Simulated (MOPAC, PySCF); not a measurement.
CHGeN, SMILES `[N+](#[C-])[GeH]` (lower singlet), neutral singlet in the gas phase. This singlet lies 1.58 eV below the relaxed triplet at the level frozen-core CCSD(T)/cc-pVTZ // PBE0-D3(BJ)/def2-TZVP (Ansatz).

Cartesian coordinates (Å):
```xyz
4

C      1.8548    -0.1413     0.3950
N      0.7433     0.0382     0.0561
Ge    -0.8896     0.5624    -0.7034
H     -1.7084    -0.4593     0.2054
```
Charge 0, spin multiplicity 1.

All levels are single points at this geometry (PBE0-D3(BJ)/def2-TZVP); Pople sets use spherical d functions. Orbital energies aren't observables, and empty levels follow the basis.

```json
[
 {"level": "PBE-D3(BJ)/def2-TZVP in PySCF", "HOMO (eV)": "-6.64", "LUMO (eV)": "-4.44", "gap (eV)": "2.20", "dipole (D)": "3.60", "vertical IE, Delta-SCF (eV)": "–"},
 {"level": "PBE0-D3(BJ)/def2-TZVP in PySCF", "HOMO (eV)": "-7.70", "LUMO (eV)": "-3.57", "gap (eV)": "4.13", "dipole (D)": "3.58", "vertical IE, Delta-SCF (eV)": "–"},
 {"level": "B3LYP/3-21G in PySCF", "HOMO (eV)": "-7.17", "LUMO (eV)": "-3.55", "gap (eV)": "3.61", "dipole (D)": "3.13", "vertical IE, Delta-SCF (eV)": "–"},
 {"level": "B3LYP/6-311+G** (LANL2DZ on Ge) in PySCF", "HOMO (eV)": "-7.46", "LUMO (eV)": "-3.79", "gap (eV)": "3.66", "dipole (D)": "3.65", "vertical IE, Delta-SCF (eV)": "–"},
 {"level": "B3LYP/6-31G* in PySCF", "HOMO (eV)": "-7.38", "LUMO (eV)": "-3.69", "gap (eV)": "3.69", "dipole (D)": "3.21", "vertical IE, Delta-SCF (eV)": "9.95"},
 {"level": "B3LYP/LANL2DZ in PySCF", "HOMO (eV)": "-7.43", "LUMO (eV)": "-3.77", "gap (eV)": "3.66", "dipole (D)": "3.62", "vertical IE, Delta-SCF (eV)": "–"},
 {"level": "BP86/6-31G* in PySCF", "HOMO (eV)": "-6.60", "LUMO (eV)": "-4.43", "gap (eV)": "2.17", "dipole (D)": "3.16", "vertical IE, Delta-SCF (eV)": "–"},
 {"level": "PBE/6-31G* in PySCF", "HOMO (eV)": "-6.47", "LUMO (eV)": "-4.32", "gap (eV)": "2.16", "dipole (D)": "3.16", "vertical IE, Delta-SCF (eV)": "9.67"},
 {"level": "HF/3-21G in PySCF", "HOMO (eV)": "-9.67", "LUMO (eV)": "-0.15", "gap (eV)": "9.52", "dipole (D)": "2.97", "vertical IE, Delta-SCF (eV)": "–"},
 {"level": "HF/6-31G* in PySCF", "HOMO (eV)": "-9.91", "LUMO (eV)": "-0.24", "gap (eV)": "9.67", "dipole (D)": "3.08", "vertical IE, Delta-SCF (eV)": "9.10"},
 {"level": "HF/STO-3G in PySCF", "HOMO (eV)": "-7.35", "LUMO (eV)": "3.62", "gap (eV)": "10.97", "dipole (D)": "3.16", "vertical IE, Delta-SCF (eV)": "–"},
 {"level": "PM6 in MOPAC", "HOMO (eV)": "-8.70", "LUMO (eV)": "-1.73", "gap (eV)": "6.97", "dipole (D)": "3.14", "vertical IE, Delta-SCF (eV)": "–"},
 {"level": "PM7 in MOPAC", "HOMO (eV)": "-8.79", "LUMO (eV)": "-1.63", "gap (eV)": "7.16", "dipole (D)": "3.50", "vertical IE, Delta-SCF (eV)": "–"}
]
```
